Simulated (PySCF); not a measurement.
NMR data simulated for an unnamed compound:

¹H NMR (400 MHz, computed): δ 4.00 (m, 2H), 3.99 (m, 2H), 1.70 (m, 1H), 1.65 (m, 2H), 1.59 (m, 1H), 1.03 (d, 3H).

¹³C{¹H} NMR (computed): δ 89.7 (C), 69.7 (CH), 64.9 (CH2), 30.9 (CH2), 17.4 (CH3), 14.5 (CH).

Single conformer, rapidly exchanging positions averaged, non-relativistic Hamiltonian, no solvent model. NMR shieldings at B3LYP/pcSseg-1/GIAO; geometry from PBE0-D3(BJ)/def2-SVP; PySCF 2.14.

References, each an isolated molecule treated in the same way: TMS for ¹H (σ = 31.38 ppm), ¹³C (σ = 179.24 ppm).

Which of these does the molecule contain: a vinyl group CH=CH2, a C≡C triple bond, a nitrile, an amide?

## Answers


- A vinyl group CH=CH2: no.
- A C≡C triple bond: yes (δC 69.7, 89.7; δH 1.59 (m)).
- A nitrile: no.
- An amide: no.

The data belong to `C#C[C@H](C)B1OCCCO1`, C$_{7}$H$_{11}$BO$_{2}$; they needn't prove each group on their own.

Carbon signals by region: 3 at 50–100 ppm, 3 below 50 ppm.

A carbon bonded to boron is broadened by the quadrupolar boron nucleus and is often missing from a measured spectrum. Shifts are as computed. Against solution values, carbons near 30 ppm lie about +2 ppm off and those near 130 ppm about +6 ppm. Of 1313 compounds with measured shifts, 239 miss one by over three times the rms of a fit or turn the order of signals round; such compounds aren't used in these exercises. Multiplicities follow the n + 1 count of equivalent neighbours, as no J values were calculated; m marks all less simple cases, F and P coupling included.
